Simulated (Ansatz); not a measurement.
Single points on Ge3O3.

```yaml
crystal:
  periodic: [false, false, false]
  atoms:
    - {symbol: Ge, position_ang: [-0.448734, 1.799929, 0.599734]}
    - {symbol: Ge, position_ang: [0.701844, -0.282149, -1.796898]}
    - {symbol: Ge, position_ang: [-0.253712, -1.517778, 1.196761]}
    - {symbol: O, position_ang: [0.380509, -1.481203, -0.489999]}
    - {symbol: O, position_ang: [0.204507, 1.249512, -0.987471]}
    - {symbol: O, position_ang: [-0.584423, 0.231689, 1.477873]}
basis:
  gaussian: {orbitals: def2-SVP, initial_orbitals: start.molden}
correlation: {method: ccsd_t}
scf: {omitted_lower_state_checks: [starts]}
output: {orbitals: {seedname: orbitals}}
```

The file start.molden holds the orbitals of an earlier run on this structure, at another level or in another basis.

```sh
$ ansatz run in.yaml --threads 4 --pin off --events-out ev --progress --plain --max-ram 4787MiB
```

It prints (some lines left out):

```
Functional definition: HF
1326 factors; integrals over basis functions are off by at most 6.7e-4 eV
mean field evaluation 1: about -175508.3588 eV, gradient 2.7e1 eV
mean field evaluation 2: about -175509.8733 eV, gradient 1.4e0 eV
mean field evaluation 4: about -175510.0509 eV, gradient 2.0e-2 eV
mean field evaluation 8: about -175510.0509 eV, gradient 2.0e-6 eV
mean field -175510.05094348 eV, -6449.8754071877 hartree, gradient 3.4e-6 eV, S^2 0.000000; 0 other end points of the search recorded, 0 dependent functions left out
30 core orbitals not correlated: weight in the atoms' cores, before any rotation towards them, 1.000 or more for the frozen orbitals, at most 0.000 for the correlated occupied ones
reference -175510.05094348 eV, -6449.8754071877 hartree; 30, 30 occupied and 78, 78 virtual orbitals, 1326 factors
second order -31.75916888 eV of doubles, -0.00000000 eV of singles
cycle   1  -30.04221765 eV  change     1.7e0 eV  update   1.9e-1
cycle   2  -31.18557262 eV  change    -1.1e0 eV  update   6.4e-2
cycle   3  -31.46245517 eV  change   -2.8e-1 eV  update   3.5e-2
cycle   4  -31.41392110 eV  change    4.9e-2 eV  update   9.1e-3
cycle   5  -31.41179608 eV  change    2.1e-3 eV  update   4.5e-3
cycle   6  -31.41503371 eV  change   -3.2e-3 eV  update   1.4e-3
cycle   7  -31.41453542 eV  change    5.0e-4 eV  update   7.2e-4
cycle   8  -31.41408043 eV  change    4.5e-4 eV  update   1.8e-4
cycle   9  -31.41413533 eV  change   -5.5e-5 eV  update   7.1e-5
cycle  10  -31.41418094 eV  change   -4.6e-5 eV  update   2.6e-5
perturbative correction -1.09058342 eV, -0.0400782016 hartree
Total energy: -175542.55570784 eV, -6451.0699352454 hartree
Checks for a lower state left out: starts
```

Hardware: 4 threads of Arm Neoverse V1 on a shared host. Wall time 28 s, peak host memory 0.91 GiB.

The first input with `gaussian: {orbitals: def2-TZVP, initial_orbitals: start.molden}`, `hamiltonian: {xc: {name: CAM-B3LYP}, dispersion: d4}` and without the key `correlation` (abridged; 7 s):

```
Functional definition: CAM-B3LYP
mean field -175710.94698712 eV, -6457.2582006190 hartree, gradient 1.3e-5 eV, S^2 0.000000
Total energy: -175711.23130052 eV, -6457.2686489437 hartree
Checks for a lower state left out: starts
```

As the first input, with `hamiltonian: {xc: pbe0, dispersion: d4}` and without the key `correlation` (abridged; 2.6 s):

```
Functional definition: PBE0
mean field -175645.74947852 eV, -6454.8622363704 hartree, gradient 7.0e-6 eV, S^2 0.000000
Total energy: -175646.01998640 eV, -6454.8721773519 hartree
Checks for a lower state left out: starts
```

Geometry: r2SCAN-D4/def2-SVP.

Correlated methods freeze 30 core orbitals; core or outer-core shells of Ge are correlated, in sets that lack core-valence functions. The structure comes from a short search, and lower isomers may exist.
